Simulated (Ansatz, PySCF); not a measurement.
Process, species as SMILES: Br[C]Br → Br[C]Br as doublet, charge +1 + e-
Each molecule is optimised on its own at B3LYP-D3(BJ)/def2-TZVP (Ansatz, a quantum-chemistry and plane-wave program). Unstable Hartree-Fock reference: Br[C]Br. High T1 diagnostic, so coupled cluster is less sure: Br[C]Br.

Quantity: adiabatic ionisation energy (electronic energy difference), in eV. Valence correlation only, unless marked. UHF or UKS for open shells. Spin-orbit coupling is left out. Frozen are the shells of the preceding noble gas and the d and f shells that filled before the atom's block. No relativistic terms. Basis-set limits of correlation are two-point, X^-3; Hartree-Fock from the larger set.

CCSD(T)/CBS(cc-pVTZ,cc-pVQZ) (Ansatz) gives 8.91 eV.

### Question
Another calculation gave 8.60 eV. Which level was it?
A. M06-L/def2-TZVPD (PySCF)
B. TPSS/def2-TZVPD (PySCF)
C. M06-2X/def2-TZVPD (PySCF)
D. BP86/def2-TZVPD (PySCF)

### Answer
B, TPSS/def2-TZVPD (PySCF). The others give 8.72 (BP86), 8.32 (M06-L), 8.83 (M06-2X) eV.
